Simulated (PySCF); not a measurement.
**Converging SnSe in the basis (CCSD(T))**

PySCF, RHF reference; singlet, unpaired electrons none; De to Sn + Se without counterpoise correction. Frozen cores follow the default of each basis and core potential.

```json
{"basis": "cc-pVDZ-PP", "relativity": "scalar-relativistic core potentials", "functions": "46", "Re (Å)": "2.368", "ωe (cm⁻¹)": "319", "De (eV)": "4.07", "frozen orbitals": "8"}
{"basis": "def2-SVP", "relativity": "scalar-relativistic core potentials", "functions": "58", "Re (Å)": "2.370", "ωe (cm⁻¹)": "320", "De (eV)": "4.13", "frozen orbitals": "13"}
{"basis": "def2-TZVPP", "relativity": "scalar-relativistic core potentials", "functions": "98", "Re (Å)": "2.337", "ωe (cm⁻¹)": "330", "De (eV)": "4.52", "frozen orbitals": "13"}
```

Q: How does each smaller set differ from the one with most functions, def2-TZVPP?

A: cc-pVDZ-PP: +3.1 pm, -3.3 % in ωe, -0.45 eV in De; def2-SVP: +3.3 pm, -3.0 % in ωe, -0.39 eV in De. All at CCSD(T); the set with most functions is neither the basis-set limit nor always the best.

Correlated steps freeze the inner cores (8 to 13 orbitals); shallow outer-core shells are correlated. Correlated levels converge slowly with the basis: in double zeta they bind strong bonds too weakly, by up to about 1 eV, and carry superposition errors of some tenths. These are scalar-relativistic numbers at best; spin–orbit coupling would shift them, the dissociation energy most. Where the molecule has an RHF reference, its open-shell atoms are computed with UHF. The CCSD T1 diagnostic is raised in SnSe, a sign that a single reference may not be enough there.
